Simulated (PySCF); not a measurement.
B3LYP has the VWN-RPA correlation part, as in Gaussian. Delta-SCF ions had no search for a lower state. Excitations are Tamm–Dancoff values on a coarser integration grid. The basis has no diffuse functions, so Rydberg states are missing or too high.

Cartesian coordinates (Å):
```xyz
23

C      3.2586     0.2296    -0.3451
C      2.7968     0.3324     0.9106
C      1.3865     0.3209     1.3291
C      1.0709     0.2415     2.6384
C      0.3107     0.3782     0.2981
C      0.2685     1.4162    -0.6494
C     -0.7667     1.4822    -1.5814
C     -1.7707     0.5095    -1.5893
C     -1.7521    -0.5448    -0.6607
Si    -3.0740    -1.8830    -0.6828
C     -0.7035    -0.5903     0.2748
H      2.5888     0.1352    -1.2032
H      4.3322     0.2274    -0.5476
H      3.5185     0.4065     1.7322
H      0.0319     0.2403     2.9748
H      1.8499     0.1832     3.4034
H      1.0457     2.1829    -0.6399
H     -0.7954     2.3017    -2.3039
H     -2.5758     0.5762    -2.3263
H     -3.5551    -2.1638     0.7019
H     -4.2191    -1.4316    -1.5254
H     -2.5415    -3.1593    -1.2476
H     -0.6564    -1.4008     1.0077
```
Charge 0, spin multiplicity 1.

Q: Estimate the brightest of the four lowest singlets (TDA), S1 oscillator strength, S1 excitation (TDA), vertical ionisation energy (Delta-SCF) and HOMO–LUMO gap that B3LYP-D3(BJ)/def2-TZVP // B3LYP-D3(BJ)/def2-SVP (PySCF) returns for this input.

A: 
- brightest of the four lowest singlets (TDA) = 5.04 eV
- S1 oscillator strength = 0.004
- S1 excitation (TDA) = 4.76 eV
- vertical ionisation energy (Delta-SCF) = 8.18 eV
- HOMO–LUMO gap = 5.14 eV
